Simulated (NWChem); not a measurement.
**Correlation energy of H$_{2}$Be**

SMILES: [BeH2]
```xyz
3

Be     0.0000     0.0000     0.0000
H      0.0000     0.0000     1.3442
H      0.0000     0.0000    -1.3442
```
Charge 0, spin multiplicity 1.

The numbers come from NWChem runs, not from measurements. Structure: optimised with PBE/def2-SVP, a minimum by its harmonic frequencies.

Basis set: def2-SVP. Each correlation energy counts from its own Hartree-Fock reference.

The correlated methods keep 1 core orbital frozen. The structure started from a generated list of species. Coupled-cluster values serve here as a point of comparison, not as the truth.

Q: For the correlation energy, MP2 gives -43.2 mHa and SCS-MP2 gives -51.3 mHa. What do CCSD, CCSD+T(CCSD), CCSD(T) give?

A: CCSD: -57.5 mHa; CCSD+T(CCSD): -57.8 mHa; CCSD(T): -57.8 mHa.
